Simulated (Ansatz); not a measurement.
Species: sum formula YOCl, charge 0, multiplicity 1. 
Structure (B3LYP-D3(BJ)/def2-TZVP (Ansatz, an electronic-structure program) minimum search):
```
Y
O 1 1.8123
Cl 1 2.5198 2 118.28
```
Charge 0, spin multiplicity 1.

Total electronic energies in hartree. Valence correlation only, unless marked. No spin-orbit coupling. The frozen core is the preceding noble-gas configuration, with the filled d and f shells of earlier blocks. Past Kr the def2 sets carry scalar-relativistic core potentials. STO-3G rows are all-electron and non-relativistic. CBS marks a two-point X^-3 extrapolation of the correlation energy; Hartree-Fock from the larger set.

```csv
level,program,energy (Eh)
HF/def2-TZVPPD,Ansatz,-572.39234
B3LYP-D3(BJ)/def2-TZVPD,Ansatz + dftd3,-573.93394
PBE0-D3(BJ)/def2-TZVPD,Ansatz + dftd3,-573.65928
PBE0/def2-TZVPD,Ansatz,-573.65693
BHLYP-D4/def2-TZVPD,Ansatz + dftd4,-573.78590
PBE-QIDH/def2-TZVPD,Ansatz,-573.44185
MP2/def2-SVP,Ansatz,-572.52815
CCSD/STO-3G,Ansatz,-3826.10875
CCSD/def2-SVP,Ansatz,-572.52331
CCSD(T)/STO-3G,Ansatz,-3826.11907
CCSD(T)/def2-SVP,Ansatz,-572.53816
CCSD(T)/def2-TZVPP,Ansatz,-572.92835
CCSD(T)/def2-TZVPPD,Ansatz,-572.93220
"CCSD(T)/CBS(def2-TZVPP,def2-QZVPP)",Ansatz,-573.0208
"CCSD(T)/CBS(def2-TZVPPD,def2-QZVPPD)",Ansatz,-573.0198
```

Totals of different functionals don't rank their quality; only differences between species are comparable.
